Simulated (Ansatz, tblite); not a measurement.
Forces on Ru3H6 at its PBE0-D4/def2-SVP geometry. The state is a singlet with charge 0.

In the def2 sets Ru takes a core potential; there is no spin–orbit coupling. The xTB rows come from tblite. The restricted singlet is unstable towards broken spin symmetry in Hartree–Fock (as tested in another run); at PBE-D4/def2-TZVP this wasn't settled. No other spin state of charge 0 was run. Another isomer (quintet) lies 0.50 eV lower at PBE0-D4/def2-TZVP; other spin states weren't run for this one.

GFN1-xTB (tblite), largest force 4.58 eV/Å:

```xyz
9
positions Å, forces eV/Å
Ru   -0.896    0.679   -0.560    1.408    1.490   -4.092
Ru   -0.718   -0.063    1.525    0.773   -1.432    2.695
Ru    1.411    0.240    0.257   -2.287   -0.457   -0.078
H     1.490   -1.222   -0.214    0.673   -0.172   -0.119
H    -0.654    2.250   -0.684   -0.443   -0.236    0.517
H    -1.102   -1.453    0.943   -0.539   -0.060    0.300
H    -1.064   -0.415   -1.703   -0.705    0.025    0.369
H     0.628    0.551   -1.271    0.598    0.341   -0.121
H     0.904   -0.567    1.708    0.522    0.501    0.529
```

GFN2-xTB (tblite), largest force 2.57 eV/Å:

```
Ru 0.797 0.337 -2.421
Ru 0.141 -0.917 1.228
Ru -0.711 -0.622 -0.323
H 0.569 0.005 -0.155
H -0.330 -0.377 0.725
H -0.682 0.259 -0.027
H -0.686 0.112 0.493
H 0.573 0.319 0.074
H 0.329 0.885 0.408
```

PBE-D4/def2-TZVP (Ansatz), largest force 0.51 eV/Å:

```
Ru -0.005 0.181 0.068
Ru -0.077 0.151 0.029
Ru -0.407 0.275 0.120
H -0.031 -0.197 -0.047
H -0.006 0.197 0.083
H -0.076 -0.205 0.001
H -0.072 -0.245 -0.116
H 0.310 0.017 -0.386
H 0.363 -0.174 0.248
```
